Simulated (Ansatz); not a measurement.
Ansatz (a quantum-chemistry and plane-wave program) input (PBE0/def2-TZVPD):

Ansatz 0.2 input:
```yaml
crystal:
  periodic: [false, false, false]
  atoms:
    - {symbol: Si, position_ang: [-0.00000000, -0.00000000, -1.03359826]}
    - {symbol: S, position_ang: [0.00000000, 0.00000000, 0.90439848]}
basis:
  gaussian:
    orbitals: def2-TZVPD
hamiltonian:
  xc: {name: PBE0}
output: {forces: true}
```

Output:

```
Functional definition: PBE0
integrals: 0.02 GiB planned
611 factors; their error is unknown
mean field: 0.22 GiB planned
mean field evaluation 1: about -18704.8255 eV, gradient 2.3e1 eV
mean field evaluation 2: about -18697.4623 eV, gradient 5.2e1 eV
mean field evaluation 4: about -18706.4645 eV, gradient 2.1e0 eV
mean field evaluation 8: about -18706.5116 eV, gradient 6.5e-3 eV
mean field -18706.51156483 eV, -687.4516202786 hartree, gradient 2.5e-5 eV, S^2 0.000000; 0 other end points of the search recorded, 0 dependent functions left out
the calculation of the forces begins
reference -18706.51159446 eV, -687.4516213676 hartree; 15, 15 occupied and 74, 74 virtual orbitals, 611 factors
Total energy: -18706.51159446 eV, -687.4516213676 hartree
Atom 0 at    -0.000000    -0.000000    -1.033598 Å, force    -0.000000     0.000000     0.246395 eV/Å
Atom 1 at     0.000000     0.000000     0.904398 Å, force     0.000000    -0.000000    -0.246395 eV/Å
Dipole moment:     0.000000     0.000000    -0.368145 e Å
```
